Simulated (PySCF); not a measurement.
Two-photon absorption: `FC1=CC2(C=CC=C2)C=C1`, C₉H₇F

Geometry:
```json
{"atom": "F1", "x (Å)": "-3.191", "y (Å)": "1.668", "z (Å)": "0.235"}
{"atom": "C2", "x (Å)": "-2.122", "y (Å)": "0.876", "z (Å)": "0.077"}
{"atom": "C3", "x (Å)": "-0.850", "y (Å)": "1.204", "z (Å)": "0.326"}
{"atom": "C4", "x (Å)": "0.011", "y (Å)": "0.016", "z (Å)": "0.007"}
{"atom": "C5", "x (Å)": "1.069", "y (Å)": "0.290", "z (Å)": "-1.031"}
{"atom": "C6", "x (Å)": "2.274", "y (Å)": "-0.005", "z (Å)": "-0.535"}
{"atom": "C7", "x (Å)": "2.131", "y (Å)": "-0.476", "z (Å)": "0.831"}
{"atom": "C8", "x (Å)": "0.839", "y (Å)": "-0.469", "z (Å)": "1.169"}
{"atom": "C9", "x (Å)": "-0.999", "y (Å)": "-1.005", "z (Å)": "-0.451"}
{"atom": "C10", "x (Å)": "-2.230", "y (Å)": "-0.487", "z (Å)": "-0.404"}
{"atom": "H11", "x (Å)": "-0.459", "y (Å)": "2.134", "z (Å)": "0.688"}
{"atom": "H12", "x (Å)": "0.821", "y (Å)": "0.662", "z (Å)": "-2.007"}
{"atom": "H13", "x (Å)": "3.216", "y (Å)": "0.086", "z (Å)": "-1.044"}
{"atom": "H14", "x (Å)": "2.956", "y (Å)": "-0.775", "z (Å)": "1.452"}
{"atom": "H15", "x (Å)": "0.390", "y (Å)": "-0.755", "z (Å)": "2.101"}
{"atom": "H16", "x (Å)": "-0.705", "y (Å)": "-1.990", "z (Å)": "-0.759"}
{"atom": "H17", "x (Å)": "-3.159", "y (Å)": "-0.961", "z (Å)": "-0.665"}
```

Method: PySCF, TDDFT B3LYP/def2-SVPD excited states, vertical, gas phase. Geometry: GFN2-xTB.

States above about 5.9 eV lie in this functional's continuum (it starts at minus the energy of the highest occupied orbital, well below the true ionisation energy for most functionals) and depend on the basis. Singlets 3 and 4 lie within 0.01 eV of each other, so their separate moments and overlaps can depend on how they mix.

Q: Give the one- and two-photon strengths of the lowest singlets.

A: δ for parallel linear polarisation; σ at the peak of a Lorentzian of half width 0.1 eV, single beam; Ω is circular over linear.
| state | E (eV) | f | photon λ (nm) | δ (au) | σ (GM) | Ω | main |
| --- | --- | --- | --- | --- | --- | --- | --- |
| S1 | 3.94 | 0.006 | 629 | 2.35 | 0.01 | 1.50 | HOMO→LUMO 0.96 |
| S2 | 3.96 | 0.007 | 625 | 11.4 | 0.07 | 0.84 | HOMO→LUMO+1 0.96 |
| S3 | 5.39 | 0.059 | 460 | 15.3 | 0.16 | 0.36 | HOMO−1→LUMO+1 0.93 |
| S4 | 5.39 | 0.062 | 460 | 0.45 | 0.01 | 1.50 | HOMO−1→LUMO 0.94 |
| S5 | 5.64 | 0.000 | 439 | 1.71 | 0.02 | 1.50 | HOMO→LUMO+2 0.99 |

Among these, the strongest one-photon state is S4, the strongest two-photon state S3, with a dipole change of 2.0 D (relaxed, norm of the difference vector).
